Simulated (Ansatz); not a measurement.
# Molecular dynamics of C$_{2}$H$_{9}$NO$_{2}$Si

Input file:

```yaml
crystal:
  periodic: [false, false, false]
  atoms:
    - { symbol: C, position_ang: [-0.755027, -1.163158, -1.501138] }
    - { symbol: Si, position_ang: [0.17129, -0.915633, 0.115197] }
    - { symbol: C, position_ang: [-0.143161, 0.944154, 0.604675] }
    - { symbol: "N", position_ang: [1.02405, 1.656904, -0.428864] }
    - { symbol: O, position_ang: [0.33268, 1.262224, 1.963864] }
    - { symbol: O, position_ang: [-1.699089, 1.237676, 0.463091] }
    - { symbol: H, position_ang: [-0.542669, -0.130056, -1.904991] }
    - { symbol: H, position_ang: [-1.878918, -1.289116, -1.537936] }
    - { symbol: H, position_ang: [-0.200877, -2.063512, -2.059968] }
    - { symbol: H, position_ang: [1.534644, -1.473146, 0.331383] }
    - { symbol: H, position_ang: [-0.619948, -1.603454, 1.252113] }
    - { symbol: H, position_ang: [0.641039, 2.631335, -0.102242] }
    - { symbol: H, position_ang: [0.745993, 1.58108, -1.416796] }
    - { symbol: H, position_ang: [-0.561321, 1.312921, 2.386512] }
    - { symbol: H, position_ang: [-1.644555, 2.223927, 0.697465] }
magnetization:
  spin_polarized: true
basis:
  gaussian: { orbitals: STO-3G }
hamiltonian:
  xc: b3lyp
md:
  timestep: 0.5
  n_steps: 96
  ensemble: nvt_nose_hoover
  temperature: 400.0
  initial_velocities: maxwell_boltzmann
  seed: 126539
  nose_hoover: { tau: 300.0, chain_length: 1 }
```

Launched with:

```bash
$ ansatz run input.yaml --threads 1 --pin off --max-ram 2048MiB --backend cpu --events-out ev --progress --plain --runs-dir out
```

It goes on from the last frame of an earlier run, with new velocities.

Output, in part (one step line in 2, the closing report, with atoms numbered from 0):

```
md step     0: t =     0.00 fs  T =   400.0 K  F+E_penalty+E_count = -15485.71667310 eV  E_kin = 0.672152 eV  conserved = -15485.04452111 eV  (26 SCF iters)
md step     2: t =     1.00 fs  T =   450.4 K  F+E_penalty+E_count = -15485.80138423 eV  E_kin = 0.756911 eV  conserved = -15485.04447301 eV  (30 SCF iters)
md step     4: t =     2.00 fs  T =   576.4 K  F+E_penalty+E_count = -15486.01576959 eV  E_kin = 0.968505 eV  conserved = -15485.04726170 eV  (31 SCF iters)
md step     6: t =     3.00 fs  T =   691.2 K  F+E_penalty+E_count = -15486.20967483 eV  E_kin = 1.161555 eV  conserved = -15485.04810167 eV  (30 SCF iters)
md step     8: t =     4.00 fs  T =   775.3 K  F+E_penalty+E_count = -15486.34790177 eV  E_kin = 1.302881 eV  conserved = -15485.04496694 eV  (30 SCF iters)
md step    10: t =     5.00 fs  T =   914.4 K  F+E_penalty+E_count = -15486.58308914 eV  E_kin = 1.536558 eV  conserved = -15485.04640589 eV  (30 SCF iters)
md step    12: t =     6.00 fs  T =  1059.5 K  F+E_penalty+E_count = -15486.83242002 eV  E_kin = 1.780383 eV  conserved = -15485.05177881 eV  (28 SCF iters)
md step    14: t =     7.00 fs  T =  1068.3 K  F+E_penalty+E_count = -15486.84440726 eV  E_kin = 1.795069 eV  conserved = -15485.04887338 eV  (28 SCF iters)
md step    16: t =     8.00 fs  T =  1022.6 K  F+E_penalty+E_count = -15486.76415633 eV  E_kin = 1.718275 eV  conserved = -15485.04515043 eV  (28 SCF iters)
md step    18: t =     9.00 fs  T =  1035.9 K  F+E_penalty+E_count = -15486.78900673 eV  E_kin = 1.740629 eV  conserved = -15485.04732454 eV  (27 SCF iters)
md step    20: t =    10.00 fs  T =  1059.6 K  F+E_penalty+E_count = -15486.82935661 eV  E_kin = 1.780557 eV  conserved = -15485.04735537 eV  (27 SCF iters)
md step    22: t =    11.00 fs  T =  1071.1 K  F+E_penalty+E_count = -15486.84934012 eV  E_kin = 1.799917 eV  conserved = -15485.04751546 eV  (27 SCF iters)
md step    24: t =    12.00 fs  T =  1052.5 K  F+E_penalty+E_count = -15486.81999651 eV  E_kin = 1.768532 eV  conserved = -15485.04902739 eV  (27 SCF iters)
md step    26: t =    13.00 fs  T =   968.5 K  F+E_penalty+E_count = -15486.67746577 eV  E_kin = 1.627365 eV  conserved = -15485.04709930 eV  (27 SCF iters)
md step    28: t =    14.00 fs  T =   891.7 K  F+E_penalty+E_count = -15486.54560580 eV  E_kin = 1.498465 eV  conserved = -15485.04357492 eV  (26 SCF iters)
md step    30: t =    15.00 fs  T =   923.5 K  F+E_penalty+E_count = -15486.60323912 eV  E_kin = 1.551894 eV  conserved = -15485.04718720 eV  (27 SCF iters)
md step    32: t =    16.00 fs  T =   962.7 K  F+E_penalty+E_count = -15486.67347243 eV  E_kin = 1.617620 eV  conserved = -15485.05102393 eV  (26 SCF iters)
md step    34: t =    17.00 fs  T =   902.9 K  F+E_penalty+E_count = -15486.57056937 eV  E_kin = 1.517224 eV  conserved = -15485.04780663 eV  (26 SCF iters)
md step    36: t =    18.00 fs  T =   820.4 K  F+E_penalty+E_count = -15486.43179090 eV  E_kin = 1.378571 eV  conserved = -15485.04698890 eV  (26 SCF iters)
md step    38: t =    19.00 fs  T =   759.8 K  F+E_penalty+E_count = -15486.32912976 eV  E_kin = 1.276741 eV  conserved = -15485.04549343 eV  (24 SCF iters)
md step    40: t =    20.00 fs  T =   756.0 K  F+E_penalty+E_count = -15486.32319611 eV  E_kin = 1.270309 eV  conserved = -15485.04532998 eV  (26 SCF iters)
md step    42: t =    21.00 fs  T =   803.9 K  F+E_penalty+E_count = -15486.40624975 eV  E_kin = 1.350815 eV  conserved = -15485.04716778 eV  (27 SCF iters)
md step    44: t =    22.00 fs  T =   848.2 K  F+E_penalty+E_count = -15486.48152858 eV  E_kin = 1.425229 eV  conserved = -15485.04724710 eV  (27 SCF iters)
md step    46: t =    23.00 fs  T =   881.9 K  F+E_penalty+E_count = -15486.53853703 eV  E_kin = 1.481991 eV  conserved = -15485.04663621 eV  (27 SCF iters)
md step    48: t =    24.00 fs  T =   922.0 K  F+E_penalty+E_count = -15486.60781970 eV  E_kin = 1.549338 eV  conserved = -15485.04763677 eV  (26 SCF iters)
md step    50: t =    25.00 fs  T =   934.8 K  F+E_penalty+E_count = -15486.63221360 eV  E_kin = 1.570743 eV  conserved = -15485.04961410 eV  (26 SCF iters)
md step    52: t =    26.00 fs  T =   878.1 K  F+E_penalty+E_count = -15486.53551857 eV  E_kin = 1.475549 eV  conserved = -15485.04708130 eV  (26 SCF iters)
md step    54: t =    27.00 fs  T =   829.6 K  F+E_penalty+E_count = -15486.45345284 eV  E_kin = 1.394102 eV  conserved = -15485.04546154 eV  (26 SCF iters)
md step    56: t =    28.00 fs  T =   840.5 K  F+E_penalty+E_count = -15486.47468073 eV  E_kin = 1.412418 eV  conserved = -15485.04735738 eV  (26 SCF iters)
md step    58: t =    29.00 fs  T =   849.8 K  F+E_penalty+E_count = -15486.49246465 eV  E_kin = 1.427971 eV  conserved = -15485.04852006 eV  (27 SCF iters)
md step    60: t =    30.00 fs  T =   812.6 K  F+E_penalty+E_count = -15486.42987651 eV  E_kin = 1.365418 eV  conserved = -15485.04739951 eV  (28 SCF iters)
md step    62: t =    31.00 fs  T =   773.3 K  F+E_penalty+E_count = -15486.36174175 eV  E_kin = 1.299460 eV  conserved = -15485.04416450 eV  (28 SCF iters)
md step    64: t =    32.00 fs  T =   834.7 K  F+E_penalty+E_count = -15486.46683881 eV  E_kin = 1.402695 eV  conserved = -15485.04493099 eV  (28 SCF iters)
md step    66: t =    33.00 fs  T =   972.2 K  F+E_penalty+E_count = -15486.70407837 eV  E_kin = 1.633665 eV  conserved = -15485.04991878 eV  (28 SCF iters)
md step    68: t =    34.00 fs  T =  1038.4 K  F+E_penalty+E_count = -15486.81779357 eV  E_kin = 1.744916 eV  conserved = -15485.05089336 eV  (28 SCF iters)
md step    70: t =    35.00 fs  T =   999.1 K  F+E_penalty+E_count = -15486.75032174 eV  E_kin = 1.678924 eV  conserved = -15485.04784970 eV  (28 SCF iters)
md step    72: t =    36.00 fs  T =   947.2 K  F+E_penalty+E_count = -15486.66352334 eV  E_kin = 1.591671 eV  conserved = -15485.04676492 eV  (28 SCF iters)
md step    74: t =    37.00 fs  T =   908.6 K  F+E_penalty+E_count = -15486.60250698 eV  E_kin = 1.526752 eV  conserved = -15485.04914748 eV  (28 SCF iters)
md step    76: t =    38.00 fs  T =   812.7 K  F+E_penalty+E_count = -15486.44174269 eV  E_kin = 1.365707 eV  conserved = -15485.04797182 eV  (28 SCF iters)
md step    78: t =    39.00 fs  T =   684.9 K  F+E_penalty+E_count = -15486.22508789 eV  E_kin = 1.150815 eV  conserved = -15485.04492251 eV  (29 SCF iters)
md step    80: t =    40.00 fs  T =   629.1 K  F+E_penalty+E_count = -15486.13024119 eV  E_kin = 1.057179 eV  conserved = -15485.04257694 eV  (28 SCF iters)
md step    82: t =    41.00 fs  T =   730.2 K  F+E_penalty+E_count = -15486.30174763 eV  E_kin = 1.226983 eV  conserved = -15485.04309453 eV  (28 SCF iters)
md step    84: t =    42.00 fs  T =   959.4 K  F+E_penalty+E_count = -15486.69439147 eV  E_kin = 1.612209 eV  conserved = -15485.04899453 eV  (29 SCF iters)
md step    86: t =    43.00 fs  T =  1125.4 K  F+E_penalty+E_count = -15486.97937668 eV  E_kin = 1.891016 eV  conserved = -15485.05321768 eV  (28 SCF iters)
md step    88: t =    44.00 fs  T =  1107.2 K  F+E_penalty+E_count = -15486.94572111 eV  E_kin = 1.860446 eV  conserved = -15485.04797027 eV  (27 SCF iters)
md step    90: t =    45.00 fs  T =  1059.3 K  F+E_penalty+E_count = -15486.86363689 eV  E_kin = 1.780057 eV  conserved = -15485.04413302 eV  (27 SCF iters)
md step    92: t =    46.00 fs  T =  1094.0 K  F+E_penalty+E_count = -15486.92876978 eV  E_kin = 1.838267 eV  conserved = -15485.04885508 eV  (27 SCF iters)
md step    94: t =    47.00 fs  T =  1076.1 K  F+E_penalty+E_count = -15486.90347904 eV  E_kin = 1.808321 eV  conserved = -15485.05119939 eV  (27 SCF iters)
md step    96: t =    48.00 fs  T =   917.4 K  F+E_penalty+E_count = -15486.63625339 eV  E_kin = 1.541505 eV  conserved = -15485.04860637 eV  (27 SCF iters)
Total energy: -15486.63647138 eV, -569.1233931040 hartree
Atom 0 at    -0.840106    -1.278853    -1.495183 Å, force     0.511538    -0.605383    -2.706594 eV/Å
Atom 1 at     0.120187    -1.002742     0.094319 Å, force    -0.973308     3.310351     0.871085 eV/Å
Atom 2 at    -0.028869     1.050695     0.657610 Å, force    -1.103203    -3.353155    -3.005766 eV/Å
Atom 3 at     0.923143     1.820440    -0.275477 Å, force    -0.089244     2.271485     1.821219 eV/Å
Atom 4 at     0.318570     1.325743     2.019749 Å, force     0.704493     1.195483     0.732334 eV/Å
Atom 5 at    -1.493519     1.237769     0.313127 Å, force    -0.407186     1.501268    -0.266482 eV/Å
Atom 6 at    -1.503297    -0.507037    -1.942611 Å, force    -0.114560     0.059862     1.451670 eV/Å
Atom 7 at    -1.447300    -2.154099    -1.187923 Å, force    -0.132329     0.107252    -1.150473 eV/Å
Atom 8 at    -0.234833    -1.493848    -2.481664 Å, force    -0.649471    -0.389052     2.666396 eV/Å
Atom 9 at     1.436664    -1.526708    -0.095803 Å, force     0.484974    -0.122285     0.288995 eV/Å
Atom 10 at    -0.596173    -1.596314     1.228562 Å, force     0.391340    -0.302809    -0.533841 eV/Å
Atom 11 at     0.724359     2.864736     0.034981 Å, force     0.613793    -1.268392    -0.626239 eV/Å
Atom 12 at     0.528289     1.823219    -1.265962 Å, force    -0.461592    -0.460079     0.359778 eV/Å
Atom 13 at    -0.297978     0.782006     2.647933 Å, force    -0.095927    -0.024330    -1.064086 eV/Å
Atom 14 at    -1.697268     2.252016    -0.050214 Å, force     1.320682    -1.920213     1.162004 eV/Å
Dipole moment:    -0.273097     0.056765    -0.092505 e Å
```

The run went to its last step. The conserved energy stayed within 0.58 meV per atom of its start (net change -0.27 meV per atom), so the integration is sound. The mean temperature of the second half is 127 % above the set value. A run of 0.048 ps of so small a system gives no equilibrium averages. Limits of this set-up: minimal basis.

The same pairs are bonded in the first frame and the last. Pairs count as bonded within 1.25 times the sum of covalent radii (0.12 Å more for H–H).

Last frame:

```xyz
15
Properties=species:S:1:pos:R:3
C -0.840 -1.279 -1.495
Si 0.120 -1.003 0.094
C -0.029 1.051 0.658
N 0.923 1.820 -0.276
O 0.319 1.326 2.020
O -1.494 1.238 0.313
H -1.503 -0.507 -1.943
H -1.447 -2.154 -1.188
H -0.235 -1.494 -2.482
H 1.437 -1.527 -0.096
H -0.596 -1.596 1.229
H 0.724 2.865 0.035
H 0.528 1.823 -1.266
H -0.298 0.782 2.648
H -1.697 2.252 -0.050
```

Run time: 9.6 min on 1 thread of Intel(R) Xeon(R) Platinum 8259CL CPU @ 2.50GHz (Skylake/Cascade Lake), on a shared host, peak memory 0.18 GiB.
